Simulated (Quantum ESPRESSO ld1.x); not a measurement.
Results of a calculation; reference values are marked as such.
Q: These are the eigenvalues of the occupied orbitals of an atom or ion with whole-number occupations (hartree). Code: ld1.x of Quantum ESPRESSO 7.5. Model: Dirac Kohn-Sham, LDA (Slater exchange, VWN5 correlation), spin-unpolarised, spherical densities, point nucleus.

1s1/2: -728.3155
2s1/2: -103.9118
2p1/2: -95.7564
2p3/2: -91.8471
3s1/2: -18.6672
3p1/2: -15.5622
3p3/2: -14.9176
3d3/2: -9.4075
3d5/2: -9.2853
4s1/2: -3.5408
4p1/2: -2.6430
4p3/2: -2.5465
4d3/2: -1.2232
4d5/2: -1.2126

Which element is it, and in what charge state? The configuration may be excited. Open shells, if any, are shared by 2j + 1.

A: Z = 42, molybdenum, charge +3: Mo3+ in [Kr] 4d3. The list shows which subshells hold electrons but not how many an open one holds; the 1s level, -728.32 hartree, gives Z - s = 38.2 by -(Z - s)^2/2, which with screening and relativity narrows Z to a few neighbours, and the depths of the outer levels then fix element, charge and occupations together.
